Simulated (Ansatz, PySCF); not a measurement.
This Ansatz (a first-principles code) input computes a PBE/def2-TZVPD energy:

Ansatz 0.2 input:
```yaml
crystal:
  periodic: [false, false, false]
  atoms:
    - {symbol: Si, position_ang: [1.22940788, 0.00116688, -0.03142096]}
    - {symbol: Si, position_ang: [-1.22940788, -0.00116688, 0.03142096]}
    - {symbol: O, position_ang: [-0.00184538, 1.17239646, -0.02866502]}
    - {symbol: O, position_ang: [0.00184538, -1.17239646, 0.02866502]}
basis:
  gaussian:
    orbitals: def2-TZVPD
hamiltonian:
  xc: {name: PBE}
output: {forces: true}
```

Task: Write an input for the same energy in PySCF and say what it gives.

Result: 
```python
from pyscf import gto, scf, dft

mol = gto.M(
    atom='''
    Si    1.22940788    0.00116688   -0.03142096
    Si   -1.22940788   -0.00116688    0.03142096
    O    -0.00184538    1.17239646   -0.02866502
    O     0.00184538   -1.17239646    0.02866502
    ''',
    basis='def2-tzvpd',
    charge=0,
    spin=0,
    verbose=4,
)

mf = dft.RKS(mol, xc='pbe').density_fit(auxbasis='def2-universal-jkfit')
mf.grids.level = 3
mf.conv_tol = 1e-9
mf.max_cycle = 100
mf.max_memory = 1500
mf.kernel()
if not mf.converged:
    mf = mf.newton()
    mf.kernel(mf.make_rdm1())
mf.analyze()
```
It gives -729.17277 Eh, and Ansatz -729.17269 Eh, a difference of 0.08 mEh, from the treatment of integrals and grids.
